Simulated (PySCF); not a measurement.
F₂OS. Atoms are numbered in the order given.

```xyz
4

O      1.3714     0.3514     0.0000
S      0.1653    -0.4056     0.0000
F     -0.7564     0.2044     1.1656
F     -0.7564     0.2044    -1.1656
```
Charge 0, spin multiplicity 1.

Geometry optimised at B3LYP-D3(BJ)/def2-TZVP.

Calculation: HF/def2-TZVPD (PySCF).

The molecule is in vacuum.

```
Property                                                                                                       Result
---------------------------------------------------------------------------------------------  ----------------------
total energy                                                                                       -671.37531 hartree
point group                                                                                                        Cs
highest occupied level                                                                                      -13.67 eV
lowest empty level                                                                                            1.42 eV
orbital gap                                                                                                  15.09 eV
dipole moment                                                                                                  2.06 D
quadrupole, principal values (traceless, Buckingham form, about the centre of nuclear charge)   -3.56, 0.56, 3.01 D·Å
mean static polarisability                                                                       24.3 bohr³ (3.59 Å³)
polarisability, principal values                                                               20.6, 24.7, 27.4 bohr³
```
